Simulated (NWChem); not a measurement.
System: InF₂, doublet; SMILES [In]([F])[F]

NWChem printed, in part:

```
             Northwest Computational Chemistry Package (NWChem) 7.3.0
             --------------------------------------------------------

 C2V symmetry detected

                             Geometry "geometry" -> ""
                             -------------------------

 Output coordinates in angstroms (scale by  1.889725989 to convert to a.u.)

  No.       Tag          Charge          X              Y              Z
 ---- ---------------- ---------- -------------- -------------- --------------
    1 In                  49.0000     0.00000000     0.00000000     0.27250576
    2 F                    9.0000    -1.69116800     0.00000000    -0.74182124
    3 F                    9.0000     1.69116800     0.00000000    -0.74182124

 Effective nuclear repulsion energy (a.u.)     249.3496171693

      Symmetry information
      --------------------

 Group name             C2v
 Group number             16
 Group order               4
 No. of unique centers     2

                                 NWChem DFT Module
                                 -----------------

 Summary of "ao basis" -> "ao basis" (spherical)
 ------------------------------------------------------------------------------
       Tag                 Description            Shells   Functions and Types
 ---------------- ------------------------------  ------  ---------------------
 In                         def2-svp                10       26   4s4p2d
 F                          def2-svp                 6       14   3s2p1d

      Symmetry analysis of basis
      --------------------------

        a1         22
        a2          6
        b1         16
        b2         10

            General Information
            -------------------
          SCF calculation type: DFT
          Wavefunction type:  spin polarized.
          No. of atoms     :     3
          No. of electrons :    39
           Alpha electrons :    20
            Beta electrons :    19
          Charge           :     0
          Spin multiplicity:     2
          Use of symmetry is: off; symmetry adaption is: on
          Maximum number of iterations: 150
          AO basis - number of functions:    54
                     number of shells:    22
          Convergence on energy requested:  1.00D-06
          Convergence on density requested:  1.00D-05
          Convergence on gradient requested:  5.00D-04

              XC Information
              --------------
                        BHLYP Method XC Functional
                     Hartree-Fock (Exact) Exchange  0.500
                        Slater Exchange Functional  0.500 local
                    Becke 1988 Exchange Functional  0.500 non-local
              Lee-Yang-Parr Correlation Functional  1.000

             Grid Information
             ----------------
          Grid used for XC integration:  medium
          Radial quadrature: Mura-Knowles
          Angular quadrature: Lebedev.
          Tag              B.-S. Rad. Rad. Pts. Rad. Cut. Ang. Pts.
          ---              ---------- --------- --------- ---------
          In                  1.55      123           7.0       590
          F                   0.50       49           8.0       434
          Grid pruning is: on
          Number of quadrature shells:   221
          Spatial weights used:  Erf1

      Superposition of Atomic Density Guess
      -------------------------------------

 Sum of atomic energies:        -416.63532463

      Non-variational initial energy
      ------------------------------

 Total energy =    -387.529184
 1-e energy   =    -840.606356
 2-e energy   =     338.971503
 HOMO         =      -0.255566
 LUMO         =       0.013306

   Symmetry analysis of molecular orbitals - initial alpha
   -------------------------------------------------------

  Numbering of irreducible representations:

     1 a1          2 a2          3 b1          4 b2

  Orbital symmetries:

     1 a1          2 b1          3 a1          4 b1          5 a1
     6 b2          7 a1          8 b1          9 b1         10 a1
    11 a2         12 a1         13 b2         14 a1         15 b1
    16 b2         17 a1         18 a2         19 b1         20 a1
    21 b2         22 a1         23 b1         24 a1         25 b2
    26 a1         27 b1         28 b2         29 a1         30 a2

   Symmetry analysis of molecular orbitals - initial beta
   ------------------------------------------------------

  Numbering of irreducible representations:

     1 a1          2 a2          3 b1          4 b2

  Orbital symmetries:

     1 a1          2 b1          3 a1          4 b1          5 a1
     6 b2          7 a1          8 b1          9 b1         10 a1
    11 a2         12 a1         13 b2         14 a1         15 b1
    16 b2         17 a1         18 a2         19 b1         20 a1
    21 b2         22 a1         23 b1         24 a1         25 b2
    26 a1         27 b1         28 b2         29 a1         30 a2

   convergence    iter        energy       DeltaE   RMS-Dens  Diis-err
 ---------------- ----- ----------------- --------- --------- ---------
 d= 0,ls=0.0,diis     1   -389.3971681458 -5.04D+02  1.56D-02  2.38D-01
                                                     1.55D-02  2.47D-01
 d= 0,ls=0.0,diis     2   -389.2862196800  1.11D-01  6.69D-03  6.91D-01
                                                     7.85D-03  6.45D-01
 d= 0,ls=0.0,diis     3   -389.5256296199 -2.39D-01  1.00D-03  8.10D-04
                                                     5.73D-04  5.51D-04

 !! scf_movecs_sym_adapt:    2 vectors were symmetry contaminated

  Symmetry fudging
 d= 0,ls=0.0,diis     4   -389.5263999438 -7.70D-04  3.23D-04  5.63D-05
                                                     2.03D-04  4.08D-05
 d= 0,ls=0.0,diis     5   -389.5264771592 -7.72D-05  8.12D-05  1.76D-06
                                                     5.42D-05  4.99D-06
  Resetting Diis
 d= 0,ls=0.0,diis     6   -389.5264821035 -4.94D-06  1.52D-05  1.53D-07
                                                     2.22D-05  2.83D-07
 d= 0,ls=0.0,diis     7   -389.5264825014 -3.98D-07  6.76D-06  5.64D-08
                                                     4.49D-06  2.50D-08

         Total DFT energy =     -389.526482501385
      One electron energy =     -842.422235711782
           Coulomb energy =      376.428064836150
    Exchange-Corr. energy =      -37.637980813697
 Nuclear repulsion energy =      114.105669187945

 Numeric. integr. density =       39.000009543200

                  Occupations of the irreducible representations
                  ----------------------------------------------

[...]

                                NWChem TDDFT Module
                                -------------------

            General Information
            -------------------
           No. of orbitals :     108
            Alpha orbitals :      54
             Beta orbitals :      54
        Alpha frozen cores :       0
         Beta frozen cores :       0
     Alpha frozen virtuals :       0
      Beta frozen virtuals :       0
         Spin multiplicity :       2
    Number of AO functions :      54
        Use of symmetry is : off
      Symmetry adaption is : on
         Schwarz screening :  0.10D-07

              XC Information
              --------------
                 BHLYP Method XC Functional
              Hartree-Fock (Exact) Exchange   0.50
                 Slater Exchange Functional   0.50 local
             Becke 1988 Exchange Functional   0.50 non-local
       Lee-Yang-Parr Correlation Functional   1.00

             TDDFT Information
             -----------------
          Calculation type : Tamm-Dancoff TDDFT
         Wavefunction type : Unrestricted
          No. of electrons :      39
           Alpha electrons :      20
            Beta electrons :      19
              No. of roots :       6
          Max subspacesize :    5200
            Max iterations :     100
               Target root :       1
           Target symmetry : none
      Symmetry restriction : off
                 Algorithm : Optimal
        Davidson threshold :  0.10D-03

    6 smallest eigenvalue differences (eV)
--------------------------------------------------------
  No. Spin  Occ  Vir  Irrep   E(Occ)    E(Vir)   E(Diff)
--------------------------------------------------------
    1    1   20   21 b2       -0.315    -0.046     7.341
    2    2   19   20 b1       -0.433    -0.140     7.969
    3    2   18   20 a2       -0.441    -0.140     8.198
    4    2   17   20 b1       -0.442    -0.140     8.224
    5    2   16   20 a1       -0.445    -0.140     8.309
    6    2   15   20 b2       -0.452    -0.140     8.501
--------------------------------------------------------

  Entering Davidson iterations
  Unrestricted

  Iter   NTrls   NConv    DeltaV     DeltaE      Time
  ----  ------  ------  ---------  ---------  ---------
    1      6       0     0.19E+00   0.10+100        3.2
    2     12       0     0.65E-01   0.31E-01        3.5
    3     18       0     0.12E-01   0.47E-02        3.5
    4     24       0     0.37E-02   0.20E-03        3.4
    5     30       0     0.16E-02   0.23E-04        3.3
    6     36       4     0.78E-03   0.34E-05        3.6
    7     38       5     0.27E-03   0.52E-06        2.2
    8     39       5     0.12E-03   0.78E-07        1.9
    9     40       6     0.45E-04   0.76E-08        1.9
  ----  ------  ------  ---------  ---------  ---------
  Convergence criterion met

  Ground state a1       -389.526482501385 a.u.
  <S2> =   0.7563

  ----------------------------------------------------------------------------
  Root   1         b1             0.154408733 a.u.                4.2017 eV
  <S2> =   0.8286
  ----------------------------------------------------------------------------
     Transition Moments    X -0.20801   Y  0.00000   Z  0.00000
     Dipole Oscillator Strength                    0.0044538063
     Electric Quadrupole                           0.0000000004
     Magnetic Dipole                               0.0000000273
     Total Oscillator Strength                     0.0044538340

     Occ.   14 beta  a1  ---  Virt.   23 beta  b1      -0.05616
     Occ.   16 beta  a1  ---  Virt.   23 beta  b1      -0.10883
     Occ.   16 beta  a1  ---  Virt.   27 beta  b1      -0.06641
     Occ.   17 beta  b1  ---  Virt.   20 beta  a1       0.71796
     Occ.   17 beta  b1  ---  Virt.   22 beta  a1      -0.08901
     Occ.   19 beta  b1  ---  Virt.   20 beta  a1      -0.66069
     Occ.   19 beta  b1  ---  Virt.   22 beta  a1       0.08161
  ----------------------------------------------------------------------------
  Root   2         a2             0.156456658 a.u.                4.2574 eV
  <S2> =   0.8310
  ----------------------------------------------------------------------------
     Transition Moments    X  0.00000   Y -0.00000   Z -0.00000
     Dipole Oscillator Strength                    0.0000000000
     Electric Quadrupole                           0.0000000039
     Magnetic Dipole                               0.0000000037
     Total Oscillator Strength                     0.0000000076

     Occ.   15 beta  b2  ---  Virt.   23 beta  b1      -0.12486
     Occ.   15 beta  b2  ---  Virt.   27 beta  b1      -0.07839
     Occ.   18 beta  a2  ---  Virt.   20 beta  a1       0.97468
     Occ.   18 beta  a2  ---  Virt.   22 beta  a1      -0.13170
     Occ.   18 beta  a2  ---  Virt.   26 beta  a1      -0.05869
  ----------------------------------------------------------------------------
  Root   3         b2             0.159477858 a.u.                4.3396 eV
  <S2> =   0.7770
  ----------------------------------------------------------------------------
     Transition Moments    X -0.00000   Y -0.88363   Z  0.00000
     Dipole Oscillator Strength                    0.0830129736
     Electric Quadrupole                           0.0000000540
     Magnetic Dipole                               0.0000004381
     Total Oscillator Strength                     0.0830134657

     Occ.   20 alpha a1  ---  Virt.   21 alpha b2       0.87639
     Occ.   20 alpha a1  ---  Virt.   25 alpha b2       0.07037
     Occ.   14 beta  a1  ---  Virt.   21 beta  b2      -0.07398
     Occ.   15 beta  b2  ---  Virt.   20 beta  a1       0.45050
     Occ.   15 beta  b2  ---  Virt.   22 beta  a1      -0.06778
     Occ.   18 beta  a2  ---  Virt.   23 beta  b1      -0.06813
  ----------------------------------------------------------------------------
  Root   4         a1             0.165672165 a.u.                4.5082 eV
  <S2> =   0.8286
  ----------------------------------------------------------------------------
     Transition Moments    X -0.00000   Y -0.00000   Z -0.35173
     Dipole Oscillator Strength                    0.0136639131
     Electric Quadrupole                           0.0000000019
     Magnetic Dipole                               0.0000000000
     Total Oscillator Strength                     0.0136639151

     Occ.   20 alpha a1  ---  Virt.   22 alpha a1      -0.10813
     Occ.   14 beta  a1  ---  Virt.   20 beta  a1      -0.14186
     Occ.   16 beta  a1  ---  Virt.   20 beta  a1      -0.95427
     Occ.   16 beta  a1  ---  Virt.   22 beta  a1       0.13358
     Occ.   16 beta  a1  ---  Virt.   26 beta  a1       0.05684
     Occ.   17 beta  b1  ---  Virt.   23 beta  b1       0.11727
     Occ.   17 beta  b1  ---  Virt.   27 beta  b1       0.07263
  ----------------------------------------------------------------------------
  Root   5         b2             0.171713893 a.u.                4.6726 eV
  <S2> =   0.8214
  ----------------------------------------------------------------------------
     Transition Moments    X -0.00000   Y  0.79150   Z -0.00000
     Dipole Oscillator Strength                    0.0717151082
     Electric Quadrupole                           0.0000000194
     Magnetic Dipole                               0.0000002235
     Total Oscillator Strength                     0.0717153511

     Occ.   20 alpha a1  ---  Virt.   21 alpha b2      -0.45873
     Occ.   15 beta  b2  ---  Virt.   20 beta  a1       0.86215
     Occ.   15 beta  b2  ---  Virt.   22 beta  a1      -0.10631
     Occ.   15 beta  b2  ---  Virt.   26 beta  a1      -0.05038
     Occ.   18 beta  a2  ---  Virt.   23 beta  b1      -0.11829
     Occ.   18 beta  a2  ---  Virt.   27 beta  b1      -0.07465
  ----------------------------------------------------------------------------
  Root   6         b1             0.177216082 a.u.                4.8223 eV
  <S2> =   0.8309
  ----------------------------------------------------------------------------
     Transition Moments    X  0.53676   Y  0.00000   Z  0.00000
     Dipole Oscillator Strength                    0.0340381102
     Electric Quadrupole                           0.0000001260
     Magnetic Dipole                               0.0000000952
     Total Oscillator Strength                     0.0340383314

     Occ.   15 alpha b1  ---  Virt.   22 alpha a1       0.06309
     Occ.   18 alpha a2  ---  Virt.   21 alpha b2      -0.14835
     Occ.   19 alpha b1  ---  Virt.   22 alpha a1       0.09276
     Occ.   20 alpha a1  ---  Virt.   23 alpha b1       0.11079
     Occ.   14 beta  a1  ---  Virt.   23 beta  b1       0.06415
     Occ.   17 beta  b1  ---  Virt.   20 beta  a1       0.64281
     Occ.   17 beta  b1  ---  Virt.   22 beta  a1      -0.11819
     Occ.   18 beta  a2  ---  Virt.   21 beta  b2      -0.09282
     Occ.   19 beta  b1  ---  Virt.   20 beta  a1       0.69764

              Target root =      1
          Target symmetry = none
      Ground state energy =   -389.526482501385
        Excitation energy =      0.154408732802
     Excited state energy =   -389.372073768584

  stored tddft:energy   -389.37207376858362
```

Level: BHandHLYP/def2-SVP with def2 effective core potentials on In, spin-unrestricted, TDA. In the optimisation the excess spin sits in a1 (C2v, its own frame). Coordinates come from a PBE0/def2-SVP, spin-unrestricted optimisation. This spin state was assumed; another may lie lower. No stability test was run on the SCF state. def2 effective core potentials on In; no spin-orbit coupling.

Q: Which NWChem input produces such a log?

A: One answer among several that fit: the input that was run:
```
start job
memory heap 200 mb stack 900 mb global 1100 mb
geometry units angstroms noautoz
  In     0.000000     0.000000     0.317723
  F     -1.691168     0.000000    -0.696604
  F      1.691168     0.000000    -0.696604
end
basis spherical
  In library def2-svp
  F library def2-svp
end
ecp
  In library def2-ecp
end
dft
  odft
  mult 2
  xc bhlyp
  iterations 150
end
tddft
  cis
  nroots 6
end
task tddft energy
```
